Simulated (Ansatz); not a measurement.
Bend profile

GaClF (SMILES [F][Ga][Cl]), doublet, at its PBE0-D4/def2-TZVP minimum:

| atom | x (Å) | y (Å) | z (Å) |
| --- | --- | --- | --- |
| F1 | -1.4211 | 0.2959 | -0.7548 |
| Ga2 | 0.0664 | 0.6496 | 0.1122 |
| Cl3 | 1.3439 | -1.0103 | 0.6293 |

The angle F1–Ga2–Cl3 (117.7° at the minimum) is set to the values below, F1, with anything bonded beyond it, turning rigidly in the plane of the angle. Each method's energies count from its own value at the PBE0-D4 minimum structure. Computed with Ansatz 0.2.0 (basis: def2-TZVPP); correlated methods freeze the cores; orbitals are unrestricted. Filled d shells of the heavier atoms are correlated. The def2 sets are not built for correlating such inner shells, so the correlated values are less sure here. B3LYP uses VWN-RPA correlation.

| angle (°) | CCSD(T) (eV) | HF (eV) |
| --- | --- | --- |
| 93.7 | 0.284 | 0.288 |
| 99.7 | 0.146 | 0.140 |
| 105.7 | ? | 0.049 |
| 111.7 | 0.012 | 0.005 |
| 117.7 | 0.000 | 0.000 |
| 123.7 | ? | 0.030 |
| 129.7 | 0.062 | 0.091 |
| 135.7 | ? | 0.179 |
| 141.7 | 0.216 | 0.291 |

(1) Fill in the withheld CCSD(T) values. (To be estimated.)

No T1 diagnostic of these runs exceeds 0.017. ⟨S²⟩ of the unrestricted Hartree–Fock references: 0.76 (a pure state has 0.75).

Results:

(1) By the calculation: 0.058 eV at 105.7°; 0.018 eV at 123.7°; 0.129 eV at 135.7°. These count from the CCSD(T) energy at the PBE0-D4 minimum.

Minimum and curvature along this coordinate at CCSD(T): A fifth-order fit through the nearest points gives 117.0°, with a curvature of about 0.84 meV/deg².

Largest difference from the CCSD(T) curve over the scan: PBE-D4 0.066; r2SCAN-D4 0.022; PBE0-D4 0.033; B3LYP-D4 0.045 eV. Each curve counts from its own value at the minimum.

For scale, one of the runs: CCSD(T)/def2-TZVPP, 121 basis functions (an equivalent command: `ansatz run in.yaml --threads 4`). Hardware: 4 CPU threads, shared host. Wall time 4.8 s; peak host memory 0.83 GiB.
